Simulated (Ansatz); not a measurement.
Ansatz (a first-principles code) input (B3LYP-D3(BJ)/def2-TZVP):

Ansatz 0.2 input:
```yaml
crystal:
  periodic: [false, false, false]
  atoms:
    - {symbol: Si, position_ang: [0.63289859, -0.26851179, 0.04547441]}
    - {symbol: C, position_ang: [-0.43881994, -0.05023742, -1.52076564]}
    - {symbol: N, position_ang: [-0.36935333, -1.11668204, 1.18543493]}
    - {symbol: N, position_ang: [1.06675087, 1.16240553, 0.91413127]}
    - {symbol: H, position_ang: [-1.38833023, 0.41589965, -1.26274614]}
    - {symbol: H, position_ang: [-0.65325930, -1.00259169, -1.99443992]}
    - {symbol: H, position_ang: [0.05685272, 0.57946243, -2.25319686]}
    - {symbol: H, position_ang: [-0.77173043, -1.99530073, 0.90317763]}
    - {symbol: H, position_ang: [-0.04156881, -1.17973273, 2.13565710]}
    - {symbol: H, position_ang: [0.35214494, 1.60388939, 1.47887271]}
    - {symbol: H, position_ang: [1.62392071, 1.86097212, 0.45117988]}
basis:
  gaussian:
    orbitals: def2-TZVP
hamiltonian:
  xc: b3lyp
  dispersion: d3bj
magnetization: {spin_polarized: true, initial_magnetization: 1}
relax: {f_tol: 0.002, max_steps: 150}
```

End of the output:

```
the calculation of the forces begins
reference -12012.17231169 eV, -441.4391903117 hartree; 21, 20 occupied and 151, 152 virtual orbitals, 1059 factors
Total energy: -12012.56046020 eV, -441.4534545063 hartree
Atom 0 at     0.616821    -0.202791     0.027064 Å, force     0.000092     0.000081    -0.000482 eV/Å
Atom 1 at    -0.454467    -0.096296    -1.524451 Å, force    -0.000010    -0.000112     0.000190 eV/Å
Atom 2 at    -0.318064    -1.107689     1.172350 Å, force     0.000061     0.000357     0.000573 eV/Å
Atom 3 at     0.932242     1.309312     0.789062 Å, force     0.000078    -0.000157    -0.000175 eV/Å
Atom 4 at    -1.418259     0.359548    -1.277397 Å, force     0.000036    -0.000090    -0.000046 eV/Å
Atom 5 at    -0.631898    -1.084752    -1.953749 Å, force    -0.000064     0.000119    -0.000046 eV/Å
Atom 6 at     0.031329     0.517787    -2.283707 Å, force     0.000052    -0.000025     0.000109 eV/Å
Atom 7 at    -0.907333    -1.861614     0.852444 Å, force    -0.000148    -0.000281    -0.000464 eV/Å
Atom 8 at     0.064843    -1.315385     2.082328 Å, force    -0.000023    -0.000089     0.000169 eV/Å
Atom 9 at     0.381209     1.652904     1.560872 Å, force    -0.000107     0.000124     0.000225 eV/Å
Atom 10 at     1.773083     1.838549     0.637965 Å, force     0.000034     0.000073    -0.000053 eV/Å
Dipole moment:    -0.043437    -0.030366     0.192087 e Å
```

It need not be the lowest isomer of its formula.
